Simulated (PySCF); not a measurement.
Working out the ionisation energy of Tc⁺

Tc⁺ [Kr] 4d5 5s1 (7S) → Tc²⁺ [Kr] 4d5 (6S). Calculation: PySCF 2.14, in aug-cc-pVTZ-PP with ECP28MDF (6s6p5d3f2g, 88 functions); a scalar-relativistic core potential. Frozen: 4s2 4p6. Energies in hartree (1 hartree = 27.21139 eV):

```tsv
part	Tc⁺ (lower)	Tc²⁺ (upper)
UHF	-79.645797	-79.122470
MP2 opposite-spin	0.000000	0.000000
MP2 same-spin	-0.080961	-0.059400
```

Task: What does Hartree-Fock give?

Result: (-79.122470) − (-79.645797) = 0.523327 hartree = 14.240 eV.

Task: What do MP2 and SCS-MP2 (6/5 opposite-spin, 1/3 same-spin) give?

Result: The opposite-spin parts differ by 0.000 eV and the same-spin parts by 0.587 eV. MP2: 14.240 + (0.000) + (0.587) = 14.827 eV. SCS-MP2: 14.240 + 1.2 × (0.000) + (0.587)/3 = 14.436 eV.

Reference: 15.26 eV (semi-empirical (NIST evaluation); NIST Atomic Spectra Database, ionization energies).

What remains against the reference includes basis incompleteness, the frozen core and correlation beyond second order.
